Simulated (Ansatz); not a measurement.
Ansatz (a quantum-chemistry and plane-wave program) input for CH₁₀O₂Si₃, SMILES C[Si@H](O)O[SiH2][SiH3], CAM-B3LYP/def2-SVPD. The structure is a stationary point at B3LYP-D3(BJ)/def2-SVP. The structure was generated by enumeration; whether it is a known compound was not checked. The values are those of a single conformer.

Ansatz 0.2 input:
```yaml
crystal:
  periodic: [false, false, false]
  atoms:
    - {symbol: C, position_ang: [-3.04428819, -0.20382025, 0.51876826]}
    - {symbol: Si, position_ang: [-1.49961026, 0.27594912, -0.40853656]}
    - {symbol: O, position_ang: [-0.86503002, -0.99378863, -1.29248219]}
    - {symbol: O, position_ang: [-0.37661671, 0.78483652, 0.70921033]}
    - {symbol: Si, position_ang: [1.28311956, 0.87483411, 0.87618373]}
    - {symbol: Si, position_ang: [2.33716405, -0.79985431, -0.40464055]}
    - {symbol: H, position_ang: [-3.83172382, -0.54630087, -0.17148530]}
    - {symbol: H, position_ang: [-3.43424200, 0.65549349, 1.08773498]}
    - {symbol: H, position_ang: [-2.83609286, -1.01269705, 1.23853843]}
    - {symbol: H, position_ang: [-1.73243514, 1.34580458, -1.40730661]}
    - {symbol: H, position_ang: [-0.79202993, -1.85216052, -0.85839614]}
    - {symbol: H, position_ang: [1.76820789, 2.22467519, 0.45784966]}
    - {symbol: H, position_ang: [1.61279439, 0.69240114, 2.31956982]}
    - {symbol: H, position_ang: [1.74252256, -2.13469010, -0.08942270]}
    - {symbol: H, position_ang: [3.78697926, -0.85022411, -0.03865811]}
    - {symbol: H, position_ang: [2.22549605, -0.54076806, -1.86695131]}
basis:
  gaussian:
    orbitals: def2-SVPD
hamiltonian:
  xc: {name: CAM-B3LYP}
```

Output:

```
WARN ansatz: RAYON_NUM_THREADS=2 ignored (pool sized by the plan → 2); use --threads N
Functional definition: CAM-B3LYP
integrals: 0.25 GiB planned
1890 factors; their error is unknown
integrals: 0.28 GiB planned
860 factors; integrals over basis functions are off by at most 9.2e-6 eV
mean field: 2.42 GiB planned
mean field evaluation 1: about -28908.2931 eV, gradient 7.3e1 eV
mean field evaluation 2: about -28901.8976 eV, gradient 9.5e1 eV
mean field evaluation 4: about -28917.9670 eV, gradient 3.2e0 eV
mean field evaluation 8: about -28917.9860 eV, gradient 4.7e-2 eV
mean field evaluation 16: about -28918.1238 eV, gradient 4.5e-5 eV
mean field -28918.12376716 eV, -1062.7214470349 hartree, gradient 4.5e-5 eV, S^2 0.000000; 0 other end points of the search recorded, 0 dependent functions left out
reference -28918.12394521 eV, -1062.7214535781 hartree; 37, 37 occupied and 181, 181 virtual orbitals, 1890 factors
Total energy: -28918.12394521 eV, -1062.7214535781 hartree
```

The run converged.

Cost: about 24 core-seconds (a rough figure).
